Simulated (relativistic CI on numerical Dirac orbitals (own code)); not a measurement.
# Ag24+: sensitivity of the levels to the model

Base calculation: Dirac-Coulomb-Breit CI, orbitals from a KLI potential per configuration, model QED, unscaled Slater integrals.

Configurations in the expansion (outside the closed core [Ne]): 3s2 3p6 3d5, 3s2 3p5 3d6, 3s2 3p4 3d7, 3s 3p6 3d6, 3p6 3d7, 3s 3p5 3d7, 3s2 3p6 3d4 4s, 3s2 3p6 3d4 4p, 3s2 3p6 3d4 4d, 3s2 3p4 3d6 4s, 3s2 3p6 3d4 4f, 3s2 3p5 3d5 4s, 3s2 3p4 3d6 4p, 3s2 3p5 3d5 4p, 3s2 3p6 3d3 4s2, 3s 3p5 3d6 4s, 3s2 3p6 3d3 4s 4p, 3s 3p5 3d6 4p, 3s2 3p6 3d4 5s, 3s2 3p6 3d4 5p, 3p6 3d6 4s, 3p6 3d5 4s2. Levels of other configurations are missing.

Variants: (1) P86 correlation estimate; (2) Breit term removed; (3) non-relativistic limit. Shifts of the energy above 3s2 3p6 3d5 6S_5/2, in cm⁻¹, for the lowest level and the first level of each name with at least 55 % of one term (blank where a level changes its place among those of its configuration and J or its character, or is not in the variant):

```
               Level     Base   Δ(1)   Δ(2)    Δ(3)
  3s2 3p6 3d5 6S_5/2        0      0      0       0
  3s2 3p6 3d5 4G_7/2   120637     -1   +481   +6049
 3s2 3p6 3d5 4G_11/2   125571     -3  +3106   +1115
  3s2 3p6 3d5 4G_9/2   132441     -3  +2150   -5756
  3s2 3p6 3d5 4P_1/2   137253     +6    -36   -1891
  3s2 3p6 3d5 4D_7/2   159609     +1  +1703   -9323
  3s2 3p6 3d5 4D_1/2   180446     +3  +1167  -30161
 3s2 3p6 3d5 2I_11/2   184700     -7  +3331   +1143
 3s2 3p6 3d5 2I_13/2   201870     -9  +5835  -16028
 3s2 3p6 3d5 2H_11/2   274695     -3  +6059  -56303
  3s2 3p6 3d5 2S_1/2   277618     +8  +1122  -20954
  3s2 3p6 3d5 2P_3/2   396319    +11   +579  -11784
  3s2 3p6 3d5 2P_1/2   418408    +11  +2019  -33874
3s2 3p5 3d6 6F°_11/2  1365794  +1532  +5982  -34859
```

At this charge energies of transitions that change n are usually good to better than 1 %, and those within a shell (Δn = 0) to a few per cent. Terms inside the open d or f shell come out 10 to 20 % too wide with unscaled integrals.

Ionisation energy from the two ground configurations alone: base 1231.41 eV; P86 correlation estimate 1233.31 eV. The NIST ASD value (theoretical) is 1231 eV.

LS names give the leading component of a level, which can be under half, so a name can repeat, a term be missing and a line seem to break the LS rules.
